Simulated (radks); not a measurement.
All-electron atom: Pm11+ in [Kr] 4d10 4f(5/2: 1, 7/2: 0) 5s1 5p(1/2: 2, 3/2: 0) (not the ground configuration). Calculated with a radial shooting solver on a logarithmic mesh with Libxc functionals: Dirac Kohn-Sham, PBE, spin-unpolarised, spherical densities, finite nucleus; Fermi nuclear charge, rms radius 4.962 fm. Some entries of the table are withheld. Estimate them.

orbital,occ.,eigenvalue (eV),<r> (bohr)
1s1/2,2,-45178.55,0.02318
2s1/2,2,-7514.222,0.09847
2p1/2,2,-7126.642,0.08246
2p3/2,4,-6566.552,0.08898
3s1/2,2,-1801.513,0.2601
3p1/2,2,-1635.360,0.2497
3p3/2,4,-1522.687,0.2623
3d3/2,4,(1),0.2338
3d5/2,6,(2),0.2378
4s1/2,2,-516.3533,0.5845
4p1/2,2,-452.4755,0.5968
4p3/2,4,-426.7458,0.6227
4d3/2,4,-320.8915,(3)
4d5/2,6,-316.1094,(4)
5s1/2,1,(5),1.217
4f5/2,1,-190.7593,0.7334
4f7/2,0,-189.9894,0.7372
5p1/2,2,-181.1666,1.284
5p3/2,0,-174.8483,1.328

Answer. 
(1) 3d3/2 eigenvalue (eV): -1233.785
(2) 3d5/2 eigenvalue (eV): -1209.394
(3) 4d3/2 <r> (bohr): 0.6535
(4) 4d5/2 <r> (bohr): 0.6619
(5) 5s1/2 eigenvalue (eV): -203.5373
